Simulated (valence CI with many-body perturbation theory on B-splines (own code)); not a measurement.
# Level structure of Dy16+

Calculated by relativistic CI+MBPT: four valence electrons over a frozen Dirac-Fock core [Kr] 4d10, a basis of 8 s, 8 p, 9 d, 9 f, 6 g, 3 h, 2 i functions for each j, with the one-electron correlation potential Σ1, the two-electron term Σ2, the three-electron term Σ3, Breit, model QED; selected CI, second order for the rest, scaled by the run's own slope (own B-spline code, finite nucleus).

No measured levels were compared; by estimate terms of the open shell hold to a few per cent of their energy, and close levels can change places. Core correlation moves these levels by up to 3400 cm⁻¹, and in measured spectra 5 to 20 % of such shifts remained as error; rates that hang on mixing are uncertain with them. Only levels of the ground parity were solved; by the run's estimate the other parity begins above the list, which can be wrong where configurations are misplaced.

Levels 46 to 63 of 63, with energies above the lowest level, 4f4 5I_4. "Leading %" is the weight of the configuration and term that name the level; weights of strongly mixed levels are sums over their largest components and can fall short. In the jj column 3d3/2^4 stands for four electrons in 3d with j = 3/2.

```tsv
No.	Configuration	Term	J	E (cm⁻¹)	Leading %	Leading jj	g	Second component
46	4f4	5D	1	60114	90	4f5/2^3 4f7/2 (62 %)	1.449	5 % 4f4 3P
47	4f4	5D	2	62591	90	4f5/2^2 4f7/2^2 (66 %)	1.441	6 % 4f4 3F
48	4f4	1L	8	62625	50	4f5/2 4f7/2^3 (46 %)	0.990	25 % 4f4 3M
49	4f4	3F	3	64178	55	4f5/2 4f7/2^3 (50 %)	1.231	34 % 4f4 5D
50	4f4	5D	4	65056	64	4f5/2^3 4f7/2 (36 %)	1.360	17 % 4f4 3F
51	4f4	5D	3	65647	53	4f5/2 4f7/2^3 (48 %)	1.296	43 % 4f4 3F
52	4f4	1G	4	66908	56	4f5/2 4f7/2^3 (54 %)	1.026	24 % 4f4 3F
53	4f4	1I	6	68814	54	4f5/2^2 4f7/2^2 (56 %)	1.057	35 % 4f4 3H
54	4f4	3H	4	70262	50	4f5/2^2 4f7/2^2 (57 %)	0.974	18 % 4f4 1G
55	4f4	1D	2	70266	51	4f7/2^4 (69 %)	1.031	25 % 4f4 3D
56	4f4	3H	5	72067	68	4f5/2^2 4f7/2^2 (78 %)	1.026	28 % 4f4 1H
57	4f4	3G	5	73093	35	4f5/2^2 4f7/2^2 (30 %)	1.056	33 % 4f4 1H
58	4f4	3F	4	73475	82	4f5/2 4f7/2^3 (40 %)	1.233	6 % 4f4 3G
59	4f4	1K	7	74569	85	4f5/2 4f7/2^3 (68 %)	1.013	11 % 4f4 3I
60	4f4	1D	2	77477	77	4f5/2 4f7/2^3 (54 %)	0.976	16 % 4f4 3F
61	4f4	3H	6	77714	60	4f5/2 4f7/2^3 (69 %)	1.098	35 % 4f4 1I
62	4f4	3G	3	78874	74	4f5/2^2 4f7/2^2 (68 %)	0.841	23 % 4f4 3F
63	4f4	3G	4	79512	38	4f5/2 4f7/2^3 (50 %)	1.065	26 % 4f4 3H
```

Names give the largest LS component (configuration and term), which can be under half, so a name can repeat, a term be missing and a line seem to break the LS rules; names also repeat where a configuration has a term twice.

Where two levels of one J and parity lie close, their mixing, g and order are uncertain.
